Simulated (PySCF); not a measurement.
MoOF₃, SMILES [O]=[Mo+]([F])([F])[F], charge +1, multiplicity 1. Geometry: r2SCAN-D4/def2-SVP. The spin state was assumed, not searched. The isomer is the one that the SMILES or the coordinates give; other isomers of the formula were not compared. The def2 effective core potentials stand for the cores of Mo; spin–orbit coupling is left out.

These are r2SCAN-D4/def2-SVP (PySCF) values and carry that method's errors.

Harmonic wavenumbers (cm⁻¹): 185, 185, 225, 302, 302, 785, 834, 834, 1129. Rotational constants (GHz): 3.608, 3.608, 3.037; symmetry number 3.

### Question
Work out the zero-point energy and the ideal-gas rigid-rotor harmonic-oscillator thermochemistry at 298.15 K and 1 atm.

### Answer
ZPE = ½ Σ hcν = ½ × 4779 cm⁻¹ = 6.83 kcal/mol. H − E(el) = 10.94 kcal/mol. Entropy in cal/(mol K): translation 41.28, rotation 24.32, vibration 9.93, total 75.53. G − E(el) = -11.58 kcal/mol. Cp = 18.94 cal/(mol K).
